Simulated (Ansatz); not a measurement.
C2H9NOSi can be A, `NCOC[SiH3]`, or B, `OCCN[SiH3]`.

Computed with Ansatz on PBE0-D4/def2-TZVP structures; ΔE is electronic, products minus reactants. CBS: MP2 limit from def2 TZ/QZ plus the TZ coupled-cluster correction, frozen cores. Functionals use def2-TZVPP. B3LYP here is the variant with VWN-RPA as its local correlation; programs differ in this. Each species was taken in one conformer, which may not be the lowest.

(1) Which is lower in electronic energy at CCSD(T)/CBS, and by how much? (Estimate.)

(2) Give E(B) − E(A) in kJ/mol with ωB97M-V, CCSD/def2-TZVPP, B3LYP, B2PLYP, MP2/def2-TZVPP, PBE-D4, PBE0-D4. (Best estimate.)

Largest T1 diagnostic: 0.011.

## Answers

(1) Computed: B, by 90.7 kJ/mol.

(2) Computed: ωB97M-V -86.4, CCSD/def2-TZVPP -90.2, B3LYP -82.8, B2PLYP -87.1, MP2/def2-TZVPP -94.7, PBE-D4 -78.2, PBE0-D4 -84.1. None reverses the order clearly.

From PBE to PBE0 (25 % exact exchange), in def2-TZVPP and without D4, E(B) − E(A) moves by −6.1 kJ/mol.
